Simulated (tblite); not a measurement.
A geometry optimisation, step by step.

C4H8Cl2Ga2.
Atom-mapped SMILES: `[CH:1]#[C:2][CH2:3][CH2:4][GaH-:5]1[Cl+:6][GaH2-:7][Cl+:8]1` (hydrogens: H9 on C1; H10, H11 on C3; H12, H13 on C4; H14 on Ga5; H15, H16 on Ga7)
Bond orders are those of one Lewis drawing.

Computed with GFN2-xTB (tblite), gas phase: L-BFGS steps from a force-field or distance-geometry start until the largest atomic force falls under 0.01 eV/Å. 6 of its 180 geometries are shown.

Step 0: E = -658.4121 eV, largest atomic force 2.136 eV/Å
```
atom  x, y, z in Å  |  force x, y, z in eV/Å
C1     -0.811   -2.090   -1.107   -1.115   1.349   0.802
C2     -1.430   -1.161   -0.617    1.124  -1.671  -0.713
C3     -2.130   -0.052    0.015   -1.497  -0.134  -1.233
C4     -1.467    0.442    1.269   -0.144  -0.276   1.750
Ga5     0.380    1.050    0.919   -0.257   1.038   0.143
Cl6     1.083    0.326   -1.062    0.326   0.396  -0.855
Ga7     3.083    0.190   -0.118    0.800   0.094  -0.270
Cl8     2.008   -0.139    1.806    0.473  -0.305   0.759
H9     -0.297   -2.902   -1.555   -0.209   0.307   0.165
H10    -2.174    0.801   -0.723   -0.159  -0.668   0.406
H11    -3.186   -0.416    0.221    0.845   0.461  -0.225
H12    -1.387   -0.419    2.000   -0.412   0.624  -0.328
H13    -2.085    1.255    1.756    0.425  -0.813  -0.363
H14     0.665    2.614    1.108    0.259  -0.213  -0.125
H15     3.870    1.586   -0.015   -0.238  -0.360  -0.060
H16     3.871   -1.076   -0.640   -0.222   0.170   0.146
```

Step 36: E = -658.9257 eV, largest atomic force 0.089 eV/Å
```
atom  x, y, z in Å  |  force x, y, z in eV/Å
C1     -0.844   -2.127   -1.033    0.056   0.020  -0.014
C2     -1.485   -1.200   -0.626    0.011  -0.032   0.021
C3     -2.248   -0.123   -0.022   -0.003  -0.041  -0.057
C4     -1.525    0.362    1.251   -0.079  -0.022  -0.034
Ga5     0.291    1.224    0.903    0.041   0.055   0.048
Cl6     1.361    0.949   -1.136   -0.003   0.011  -0.055
Ga7     3.256    0.178   -0.145   -0.074   0.019   0.005
Cl8     2.103    0.059    1.804    0.036   0.007   0.025
H9     -0.284   -2.926   -1.420   -0.015   0.034  -0.011
H10    -2.360    0.695   -0.746    0.022  -0.018   0.032
H11    -3.249   -0.497    0.230    0.057   0.016  -0.013
H12    -1.422   -0.493    1.932    0.024   0.048   0.027
H13    -2.155    1.106    1.756   -0.013   0.009   0.049
H14     0.647    2.721    1.249   -0.021  -0.042  -0.025
H15     4.299    1.329   -0.099   -0.006  -0.054   0.007
H16     3.607   -1.246   -0.640   -0.034  -0.011  -0.004
```

Step 72: E = -659.0623 eV, largest atomic force 0.095 eV/Å
```
atom  x, y, z in Å  |  force x, y, z in eV/Å
C1     -0.297   -1.920   -1.053    0.043   0.037   0.011
C2     -1.059   -1.118   -0.590    0.013  -0.048  -0.002
C3     -2.027   -0.201   -0.016   -0.005  -0.060  -0.035
C4     -1.500    0.441    1.286   -0.040  -0.057  -0.065
Ga5     0.208    1.521    1.017   -0.003   0.001   0.015
Cl6     1.209    1.326   -1.063   -0.020  -0.027  -0.013
Ga7     2.739   -0.113   -0.231    0.014  -0.001  -0.037
Cl8     1.957    0.240    1.860   -0.005   0.024  -0.016
H9      0.347   -2.631   -1.487   -0.002   0.038   0.028
H10    -2.268    0.566   -0.762    0.009   0.013   0.046
H11    -2.936   -0.776    0.196   -0.056   0.038  -0.001
H12    -1.282   -0.366    2.000   -0.019   0.035   0.031
H13    -2.298    1.052    1.726    0.019   0.007   0.001
H14     0.531    3.005    1.378    0.035   0.027   0.042
H15     4.130    0.563   -0.371    0.011   0.014   0.016
H16     2.537   -1.581   -0.633    0.005  -0.041  -0.020
```

Step 107: E = -659.0880 eV, largest atomic force 0.056 eV/Å
```
atom  x, y, z in Å  |  force x, y, z in eV/Å
C1     -0.188   -1.840   -0.883   -0.045  -0.005   0.016
C2     -1.070   -1.114   -0.517    0.040  -0.039  -0.001
C3     -2.080   -0.197   -0.019    0.000  -0.016  -0.015
C4     -1.597    0.470    1.286   -0.005  -0.003  -0.015
Ga5     0.209    1.402    1.050    0.003   0.022   0.000
Cl6     1.159    1.291   -1.073    0.019  -0.001  -0.014
Ga7     2.779   -0.123   -0.361   -0.006  -0.002   0.004
Cl8     1.955    0.040    1.742   -0.032   0.009   0.015
H9      0.524   -2.529   -1.243   -0.026   0.021   0.018
H10    -2.275    0.567   -0.782    0.019  -0.020  -0.013
H11    -3.009   -0.751    0.155    0.006  -0.011  -0.002
H12    -1.510   -0.300    2.064    0.019   0.022  -0.004
H13    -2.358    1.182    1.627    0.000   0.004   0.007
H14     0.602    2.853    1.486    0.030  -0.009   0.036
H15     4.129    0.646   -0.432   -0.008   0.015   0.005
H16     2.722   -1.587   -0.845   -0.015   0.013  -0.035
```

Step 143: E = -659.1243 eV, largest atomic force 0.056 eV/Å
```
atom  x, y, z in Å  |  force x, y, z in eV/Å
C1     -0.085   -1.984   -0.558    0.019  -0.035  -0.013
C2     -0.970   -1.197   -0.367   -0.024  -0.007   0.046
C3     -2.008   -0.227   -0.070    0.018   0.003  -0.005
C4     -1.654    0.571    1.202    0.020  -0.013  -0.013
Ga5     0.245    1.338    1.162   -0.038   0.041  -0.006
Cl6     1.089    1.504   -0.989    0.007   0.008   0.026
Ga7     2.676   -0.049   -0.528    0.010   0.034  -0.033
Cl8     1.921   -0.208    1.597   -0.025  -0.018  -0.008
H9      0.633   -2.732   -0.749   -0.007   0.011   0.004
H10    -2.111    0.449   -0.926    0.021   0.027  -0.002
H11    -2.958   -0.759    0.060    0.016   0.026   0.005
H12    -1.745   -0.090    2.074   -0.002  -0.001   0.013
H13    -2.384    1.378    1.343   -0.006  -0.021   0.000
H14     0.772    2.623    1.892   -0.014  -0.024  -0.014
H15     4.049    0.683   -0.458   -0.003  -0.006  -0.007
H16     2.522   -1.289   -1.428    0.008  -0.025   0.007
```

Step 179: E = -659.1310 eV, largest atomic force 0.009 eV/Å
```
atom  x, y, z in Å  |  force x, y, z in eV/Å
C1     -0.085   -2.055   -0.490    0.003  -0.001   0.003
C2     -0.936   -1.225   -0.332   -0.009   0.001   0.000
C3     -1.943   -0.206   -0.098    0.000   0.001  -0.001
C4     -1.648    0.560    1.208    0.001   0.000  -0.004
Ga5     0.233    1.361    1.209    0.001  -0.003  -0.006
Cl6     1.052    1.569   -0.951    0.002  -0.003   0.003
Ga7     2.623   -0.024   -0.577    0.004   0.001  -0.002
Cl8     1.919   -0.197    1.568   -0.004   0.000   0.001
H9      0.609   -2.835   -0.636    0.005  -0.001   0.001
H10    -1.947    0.486   -0.949    0.000   0.003  -0.001
H11    -2.925   -0.689   -0.046    0.000   0.002   0.001
H12    -1.753   -0.127    2.057    0.004  -0.006   0.005
H13    -2.403    1.344    1.344    0.003   0.003   0.000
H14     0.766    2.625    1.962   -0.002   0.001  -0.001
H15     4.006    0.691   -0.548   -0.006  -0.004   0.000
H16     2.424   -1.268   -1.464   -0.001   0.007   0.001
```

Question: Summarise the path.

Answer: The energy falls by 69.37 kJ/mol from step 0 to step 179; nine tenths of that is first reached at step 71. It falls at every step. The largest force goes from 2.136 to 0.009 eV/Å. Among the bonds Ga5–Cl8 changes most, from 2.202 to 2.324 Å; the atoms move by 0.819 Å rms after alignment.

Question: Follow the three bonds and two angles with the largest change from start to end.

Answer: 
| step | E above end (kJ/mol) | largest force (eV/Å) | Ga5–Cl8 (Å) | Ga5–Cl6 (Å) | C4–Ga5 (Å) | C4–Ga5–H14 (°) | Cl8–Ga5–H14 (°) |
| --- | --- | --- | --- | --- | --- | --- | --- |
| 0 | 69.37 | 2.136 | 2.202 | 2.223 | 1.975 | 116.5 | 110.4 |
| 8 | 30.82 | 0.295 | 2.362 | 2.369 | 2.025 | 125.1 | 106.4 |
| 16 | 25.83 | 0.171 | 2.328 | 2.334 | 2.032 | 127.7 | 102.1 |
| 23 | 23.37 | 0.163 | 2.310 | 2.335 | 2.052 | 127.1 | 101.1 |
| 31 | 21.26 | 0.191 | 2.343 | 2.343 | 2.055 | 126.1 | 101.4 |
| 39 | 19.40 | 0.077 | 2.335 | 2.331 | 2.041 | 123.9 | 103.1 |
| 47 | 17.70 | 0.216 | 2.342 | 2.318 | 2.041 | 123.2 | 103.0 |
| 54 | 14.15 | 0.120 | 2.318 | 2.337 | 2.040 | 125.6 | 105.8 |
| 62 | 10.04 | 0.210 | 2.334 | 2.321 | 2.053 | 129.4 | 106.1 |
| 70 | 6.99 | 0.124 | 2.330 | 2.324 | 2.039 | 130.0 | 106.7 |
| 78 | 5.99 | 0.072 | 2.314 | 2.324 | 2.041 | 131.1 | 105.4 |
| 86 | 5.55 | 0.075 | 2.325 | 2.319 | 2.045 | 131.0 | 104.2 |
| 93 | 5.07 | 0.105 | 2.327 | 2.324 | 2.048 | 130.4 | 103.5 |
| 101 | 4.52 | 0.072 | 2.319 | 2.333 | 2.050 | 129.1 | 104.8 |
| 109 | 3.95 | 0.263 | 2.309 | 2.334 | 2.045 | 127.4 | 105.8 |
| 117 | 2.11 | 0.243 | 2.330 | 2.317 | 2.044 | 126.9 | 103.6 |
| 125 | 1.45 | 0.039 | 2.328 | 2.320 | 2.044 | 128.0 | 104.2 |
| 132 | 1.31 | 0.038 | 2.321 | 2.317 | 2.046 | 128.8 | 103.7 |
| 140 | 0.85 | 0.065 | 2.335 | 2.310 | 2.048 | 128.0 | 102.5 |
| 148 | 0.40 | 0.042 | 2.324 | 2.313 | 2.043 | 128.0 | 101.5 |
| 156 | 0.13 | 0.021 | 2.322 | 2.316 | 2.043 | 127.8 | 102.4 |
| 163 | 0.06 | 0.020 | 2.322 | 2.318 | 2.043 | 128.4 | 102.6 |
| 171 | 0.02 | 0.021 | 2.324 | 2.318 | 2.043 | 128.9 | 102.8 |
| 179 | 0.00 | 0.009 | 2.324 | 2.319 | 2.044 | 129.1 | 102.7 |

What follows is the cost of the whole relaxation. The run took 3.1 s wall on one thread, Arm Neoverse N1 (aarch64), shared host with 64 logical CPUs at a one-minute load of 58.
